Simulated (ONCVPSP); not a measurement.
# Building the ONCV potential for S (Z = 16) (LDA (Perdew-Wang 92), fully relativistic).

| Quantity | Value |
| --- | --- |
| Element | S (Z = 16) |
| Generator | ONCVPSP 4.0.1 |
| Type | optimised norm-conserving Vanderbilt (ONCV) |
| Functional | LDA (Perdew-Wang 92) |
| Relativity | fully relativistic |
| Frozen core | [Ne] |
| Valence charge | 6 |
| Reference configuration | 3s2 3p2 (charge +2) |
| Partial waves | 3s: rc 1.45 bohr, ncon 5, nbas 9, qcut 3.8 1/bohr, 3 projectors, debl 1.7 Ha; 3p: rc 1.15 bohr, ncon 4, nbas 8, qcut 7.4 1/bohr, local; d scattering state at 0.4 Ha: rc 1.15 bohr, ncon 4, nbas 8, qcut 9.3 1/bohr, 1 projector |
| Local potential | the p channel |
| Core correction | Teter function, fcfact 6, rcfact 1.5 |

Open shells are filled in proportion to 2j + 1.

All-electron outer shells of the reference configuration (LDA (PZ), scalar-relativistic, ld1.x):

```json
{"shell": "2s", "level (eV)": "-236.48", "outermost node (bohr)": "0.13", "outermost maximum (bohr)": "0.39"}
{"shell": "2p", "level (eV)": "-182.29", "outermost node (bohr)": "–", "outermost maximum (bohr)": "0.33"}
{"shell": "3s", "level (eV)": "-39.40", "outermost node (bohr)": "0.60", "outermost maximum (bohr)": "1.37"}
{"shell": "3p", "level (eV)": "-28.08", "outermost node (bohr)": "0.57", "outermost maximum (bohr)": "1.50"}
```

Q: Estimate the cutoffs (Ha) at which the residual kinetic energy of the hardest occupied pseudo-wave falls to 1 and 0.1 mHa per electron.

A: 74 Ha and 146 Ha.

Q: Does the potential have ghost states?

A: Ghosts flagged at negative energy: s at -462.9 eV; GHOST(+) flags only above 600 eV. A true bound ghost makes a file unfit for plane-wave use.

Q: Tests: 3s2 3p4; 3s2 3p3; 3s2 3p1; 3s2 3p3.5. Which has the largest error in its energy relative to the reference configuration, and how large is it?

A: 3s2 3p4, with +9.9 meV (all-electron minus pseudo) on -34.23 eV.
